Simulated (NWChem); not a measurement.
The numbers come from NWChem runs, not from measurements. System: H$_{3}$AlO$_{3}$, charge 0, spin multiplicity 1, at a geometry optimised with PBE0/def2-SVP. The structure started from a generated list of species. Level: CCSD(T)/3-21G, 8 core orbitals frozen.

Job file:

```
start mol
memory heap 100 mb stack 700 mb global 1900 mb
geometry units angstroms nocenter noautoz
  Al     0.000048    -0.000032     0.000000
  O      1.466417     0.851240     0.000000
  H      1.523260     1.807623     0.000000
  O     -1.470265     0.844380     0.000000
  H     -2.327113     0.415746     0.000000
  O      0.003834    -1.695557     0.000000
  H      0.803349    -2.223455     0.000000
  symmetry group Cs
end
basis spherical
  * library 3-21g
end
scf
  rhf
  nopen 0
  maxiter 100
  thresh 1e-7
  semidirect memsize 60000000 filesize 0
end
ccsd
  freeze core 8
  maxiter 60
end
task ccsd(t) energy
```

Part of the output:

```
             Northwest Computational Chemistry Package (NWChem) 7.3.0
             --------------------------------------------------------

                                NWChem Input Module
                                -------------------

 Scaling coordinates for geometry "geometry" by  1.889725989
 (inverse scale =  0.529177249)

 Turning off AUTOSYM since
 SYMMETRY directive was detected!

                             Geometry "geometry" -> ""
                             -------------------------

 Output coordinates in angstroms (scale by  1.889725989 to convert to a.u.)

  No.       Tag          Charge          X              Y              Z
 ---- ---------------- ---------- -------------- -------------- --------------
    1 Al                  13.0000     0.00004800    -0.00003200     0.00000000
    2 O                    8.0000     1.46641700     0.85124000     0.00000000
    3 H                    1.0000     1.52326000     1.80762300     0.00000000
    4 O                    8.0000    -1.47026500     0.84438000     0.00000000
    5 H                    1.0000    -2.32711300     0.41574600     0.00000000
    6 O                    8.0000     0.00383400    -1.69555700     0.00000000
    7 H                    1.0000     0.80334900    -2.22345500     0.00000000

 Effective nuclear repulsion energy (a.u.)     161.7097456447

            Nuclear Dipole moment (a.u.)
            ----------------------------
        X                 Y               Z
 ---------------- ---------------- ----------------
     0.0000151178     0.0000037795     0.0000000000

      Symmetry information
      --------------------

 Group name             Cs
 Group number              2
 Group order               2
 No. of unique centers     7

      Symmetry unique atoms

     1    2    3    4    5    6    7


 Summary of "ao basis" -> "" (spherical)
 ------------------------------------------------------------------------------
       Tag                 Description            Shells   Functions and Types
 ---------------- ------------------------------  ------  ---------------------
 *                           3-21g                    on all atoms

 Summary of "ao basis" -> "ao basis" (spherical)
 ------------------------------------------------------------------------------
       Tag                 Description            Shells   Functions and Types
 ---------------- ------------------------------  ------  ---------------------
 Al                          3-21g                   7       13   4s3p
 O                           3-21g                   5        9   3s2p
 H                           3-21g                   2        2   2s

                                 NWChem SCF Module
                                 -----------------

  ao basis        = "ao basis"
  functions       =    46
  atoms           =     7
  closed shells   =    20
  open shells     =     0
  charge          =   0.00
  wavefunction    = RHF
  use symmetry    = T
  symmetry adapt  = T

 Summary of "ao basis" -> "ao basis" (spherical)
 ------------------------------------------------------------------------------
       Tag                 Description            Shells   Functions and Types
 ---------------- ------------------------------  ------  ---------------------
 Al                          3-21g                   7       13   4s3p
 O                           3-21g                   5        9   3s2p
 H                           3-21g                   2        2   2s
[...]
   9     -0.3916849927  1.458D-06  1.143D-05     0.70     0.00     0.65
  10     -0.3916857666 -7.739D-07  6.324D-06     0.93     0.00     0.88
  11     -0.3916862536 -4.870D-07  1.632D-06     0.89     0.00     0.85
  12     -0.3916864183 -1.647D-07  1.678D-07     0.94     0.00     0.88
                  *************converged*************
-------------------------------------------------------------------------

 -----------
 CCSD Energy
 -----------
 Reference energy:            -465.849272036276034
 CCSD corr. energy:             -0.391686418286426
 Total CCSD energy:           -466.240958454562474

 --------------------------------
 Spin Component Scaled (SCS) CCSD
 --------------------------------
 Same spin contribution:                 -0.080418317332650
 Same spin scaling factor:                1.130000000000000
 Opposite spin contribution:             -0.311268100953775
 Opposite spin scaling fact.:             1.270000000000000
 SCS-CCSD correlation energy:            -0.486183186797189
 Total SCS-CCSD energy:                -466.335455223073211
 memory            104853156

*********triples calculation*********

nkpass=    1; nvpass=    1; memdrv=          62374; memtrn=         282380; memavail=      104852828
 memory available/node                      104852828
 total number of virtual orbitals        26
 number of virtuals per integral pass    26
 number of integral evaluations           1
 number of occupied per triples pass     12
 number of triples passes                 1

 commencing integral evaluation        1 at           9.40
  symmetry use  T
task         2 out of       406 done   0%  at       0.0 secs
task        21 out of       406 done   5%  at       0.1 secs
task        41 out of       406 done  10%  at       0.1 secs
task        61 out of       406 done  15%  at       0.2 secs
task        83 out of       406 done  20%  at       0.2 secs
task       102 out of       406 done  25%  at       0.2 secs
task       122 out of       406 done  30%  at       0.3 secs
task       143 out of       406 done  35%  at       0.3 secs
task       163 out of       406 done  40%  at       0.3 secs
task       183 out of       406 done  45%  at       0.3 secs
task       205 out of       406 done  50%  at       0.3 secs
task       225 out of       406 done  55%  at       0.4 secs
task       245 out of       406 done  60%  at       0.4 secs
task       264 out of       406 done  65%  at       0.4 secs
task       285 out of       406 done  70%  at       0.4 secs
task       305 out of       406 done  75%  at       0.5 secs
task       325 out of       406 done  80%  at       0.5 secs
task       346 out of       406 done  85%  at       0.5 secs
task       366 out of       406 done  90%  at       0.6 secs
task       386 out of       406 done  95%  at       0.6 secs
task       406 out of       406 done 100%  at       0.6 secs
 commencing triples evaluation - blocking       1
 ccsd(t): done        1 out of       26 progress:    3.8%
 ccsd(t): done        2 out of       26 progress:    7.7%
 ccsd(t): done        3 out of       26 progress:   11.5%
 ccsd(t): done        4 out of       26 progress:   15.4%
 ccsd(t): done        5 out of       26 progress:   19.2%
 ccsd(t): done        6 out of       26 progress:   23.1%
 ccsd(t): done        7 out of       26 progress:   26.9%
 ccsd(t): done        8 out of       26 progress:   30.8%
 ccsd(t): done        9 out of       26 progress:   34.6%
 ccsd(t): done       10 out of       26 progress:   38.5%
 ccsd(t): done       11 out of       26 progress:   42.3%
 ccsd(t): done       12 out of       26 progress:   46.2%
 ccsd(t): done       13 out of       26 progress:   50.0%
 ccsd(t): done       14 out of       26 progress:   53.8%
 ccsd(t): done       15 out of       26 progress:   57.7%
 ccsd(t): done       16 out of       26 progress:   61.5%
 ccsd(t): done       17 out of       26 progress:   65.4%
 ccsd(t): done       18 out of       26 progress:   69.2%
 ccsd(t): done       19 out of       26 progress:   73.1%
 ccsd(t): done       20 out of       26 progress:   76.9%
 ccsd(t): done       21 out of       26 progress:   80.8%
 ccsd(t): done       22 out of       26 progress:   84.6%
 ccsd(t): done       23 out of       26 progress:   88.5%
 ccsd(t): done       24 out of       26 progress:   92.3%
 ccsd(t): done       25 out of       26 progress:   96.2%
 ccsd(t): done       26 out of       26 progress:  100.0%
 Time for integral evaluation pass     1        0.61
 Time for triples evaluation pass      1        0.56

 pseudo-e(mp4)  -0.87520093025832E-02
 pseudo-e(mp5)   0.12199933858903E-02
        e(t)    -0.75320159166929E-02

 --------------
 CCSD(T) Energy
 --------------
 Reference energy:                    -465.849272036276034

 CCSD corr. energy:                     -0.391686418286426
 T(CCSD) corr. energy:                  -0.008752009302583
 Total CCSD+T(CCSD) energy:           -466.249710463865028

 CCSD corr. energy:                     -0.391686418286426
 (T) corr. energy:                      -0.007532015916693
 Total CCSD(T) energy:                -466.248490470479169

 routine      calls  cpu(0)   cpu-min  cpu-ave  cpu-max   i/o
 aoccsd          1     0.01     0.01     0.01     0.01    0.00
 iterdrv         1     0.01     0.01     0.01     0.01    0.00
 pampt          12     0.04     0.04     0.04     0.04    0.00
 t2pm           12     0.06     0.06     0.06     0.06    0.00
 sxy            12     0.23     0.23     0.23     0.23    0.00
 ints      1819128     5.83     5.83     5.83     5.83    0.00
 t2eri        4872     1.71     1.71     1.71     1.71    0.00
 idx2         4872     0.46     0.46     0.46     0.46    0.00
 idx34          12     0.04     0.04     0.04     0.04    0.00
 ht2pm          12     0.09     0.09     0.09     0.09    0.00
 itm            12     0.34     0.34     0.34     0.34    0.00
 pdiis          12     0.01     0.01     0.01     0.01    0.00
 triples         1     0.00     0.00     0.00     0.00    0.00
 rdtrpo          1     0.01     0.01     0.01     0.01    0.00
 trpmos          1     0.61     0.61     0.61     0.61    0.00
 trpdrv          1     0.11     0.11     0.11     0.11    0.00
 dovvv       48672     0.15     0.15     0.15     0.15    0.00
 doooo       48672     0.10     0.10     0.10     0.10    0.00
 tengy       44928     0.17     0.17     0.17     0.17    0.00
 Total                 9.97     9.97     9.97     9.97    0.00

 Task  times  cpu:       10.7s     wall:       10.7s

 Total times  cpu:       10.8s     wall:       10.8s
```
